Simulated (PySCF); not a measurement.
## Electron correlation in Pb(2+) (lead, charge +2)

[Xe] 4f14 5d10 6s2, closed-shell 1S. All numbers are calculated (PySCF 2.14, scalar relativity through the core potential, in def2-TZVP with the def2 core potential (60 electrons)). Frozen: 5s2 5p6 5d10; 2 electrons correlated.

Total MP2 correlation energy: -20.73 mhartree.

Same-spin part 0.00 and opposite-spin part -20.73 mhartree; SCS-MP2 scales them by 1/3 and 6/5 to -24.88 mhartree.

With two correlated electrons CCSD is exact within the correlated space (frozen core and kept virtual orbitals).

```json
{"level": "CCSD", "correlation energy (mhartree)": "-27.69"}
```

Diagnostics: T1 = 0.0024, D1 = 0.0034, largest double amplitude 0.077.

Cost of the coupled-cluster step: 0.22 s of wall time on 1 thread of Intel(R) Xeon(R) Platinum 8259CL CPU @ 2.50GHz (shared host), for 2 correlated electrons.

Iterations:

```
CC2 = 0
CCSD nocc = 1, nmo = 41
frozen orbitals [0, 1, 2, 3, 4, 5, 6, 7, 8]
max_cycle = 100
direct = 0
conv_tol = 1e-08
conv_tol_normt = 1e-06
diis_space = 8
diis_start_cycle = 0
Init t2, MP2 energy = -191.129579804861  E_corr(MP2) -0.0207314673700908
Init E_corr(CCSD) = -0.0207314673701424
cycle = 1  E_corr(CCSD) = -0.0253938495354324  dE = -0.00466238217  norm(t1,t2) = 0.0303589
cycle = 2  E_corr(CCSD) = -0.0268541043694676  dE = -0.00146025483  norm(t1,t2) = 0.0112833
cycle = 3  E_corr(CCSD) = -0.0277010479843051  dE = -0.000846943615  norm(t1,t2) = 0.00435314
cycle = 4  E_corr(CCSD) = -0.0276917798264431  dE = 9.26815786e-06  norm(t1,t2) = 0.000112047
cycle = 5  E_corr(CCSD) = -0.0276917925660754  dE = -1.27396323e-08  norm(t1,t2) = 1.16546e-05
cycle = 6  E_corr(CCSD) = -0.0276915519767259  dE = 2.40589349e-07  norm(t1,t2) = 1.22741e-06
cycle = 7  E_corr(CCSD) = -0.027691592395771  dE = -4.04190451e-08  norm(t1,t2) = 1.90556e-07
cycle = 8  E_corr(CCSD) = -0.0276915888081522  dE = 3.5876188e-09  norm(t1,t2) = 3.02503e-08
CCSD converged
E(CCSD) = -191.1365399262993  E_corr = -0.02769158880815222
```
